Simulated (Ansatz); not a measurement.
`FB(Br)Br` → B• + 2 Br• + F•  (atomization)

Program: Ansatz. Geometries: PBE0-D4/def2-TZVP. ΔE: electronic, gas phase. CCSD(T)/CBS is the MP2 limit (def2-TZVPP, def2-QZVPP) plus CCSD(T) − MP2 in def2-TZVPP, frozen cores. This one scheme is used for every species, atoms too. Functionals use def2-TZVPP. No spin–orbit coupling; open shells (•) take unrestricted orbitals. Spin–orbit coupling would lower the free atoms: a little for B, F; clearly for Br. For Br outer-core shells are correlated without core-valence functions, so the limit isn't a true one: a few kJ/mol of doubt a bond, and 10 to 20 or more in all where bonds break to atoms. Scalar relativity is left out up to krypton.

`FB(Br)Br`:

```xyz
4

F     1.338   -0.055   -0.537
B     0.126   -0.005   -0.050
Br   -1.219   -1.117   -0.804
Br   -0.245    1.177    1.391
```

CCSD(T)/CBS gives +1430.3 kJ/mol.

Q: Another level gave +1454.2 kJ/mol. Which?
A. ωB97M-V/def2-TZVPP
B. LC-ωPBE/def2-TZVPP
C. r2SCAN/def2-TZVPP
D. BHLYP/def2-TZVPP

A: C. r2SCAN 1454.2, BHLYP 1335.3, ωB97M-V 1420.8, LC-ωPBE 1416.6 kJ/mol.

Largest T1 diagnostic among the species: 0.014.

From PBE to PBE0 (25 % exact exchange), in def2-TZVPP and without D4, ΔE moves by −41.4 kJ/mol: exact exchange takes away binding that semilocal exchange gives to molecules. At CCSD(T), def2-SVP lies −75.7 kJ/mol from the extrapolated value and def2-TZVPP −46.3 kJ/mol: correlation converges slowly with the basis, and small sets miss more of it in the bonded molecule than in its fragments. In def2-TZVPP, CCSD(T) changes the Hartree–Fock value by +329.4 kJ/mol (the triples alone add +35.2 kJ/mol) and MP2 by +418.9 kJ/mol; breaking electron pairs costs correlation energy, which Hartree–Fock lacks.

For atomizations the MP2-based limit and the directly extrapolated one differ by several kJ/mol either way, and by 10 to 25 for some Ge, Se and Sn compounds, so smaller differences from it don't rank the levels.
